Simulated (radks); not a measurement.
Task: Species: Fe VIII. Configuration: [Ar] 3d1. All-electron calculation, Dirac Kohn-Sham, PBE, spin-unpolarised, spherical densities, finite nucleus; open shells fill j = l - 1/2 first; Fermi nuclear charge, rms radius 3.7377 fm. Program: a radial shooting solver on a logarithmic mesh with Libxc functionals.

Spin-orbit splittings of the eigenvalues, e(l+1/2) - e(l-1/2), with zeta = 2 splitting/(2l+1) and mean radii in bohr:

| shell | occ. | splitting (eV) | zeta (eV) | <r> j=l-1/2 | <r> j=l+1/2 |
|---|---|---|---|---|---|
| 2p | 6 | ? | ? | 0.2332 | 0.2362 |
| 3p | 6 | 1.886 | 1.258 | 0.7725 | 0.7790 |
| 3d | 1 | 0.2706 | 0.1083 | 0.7827 | 0.7845 |

Estimate the 2p splitting.

Result: 12.47 eV (zeta = 8.313 eV).
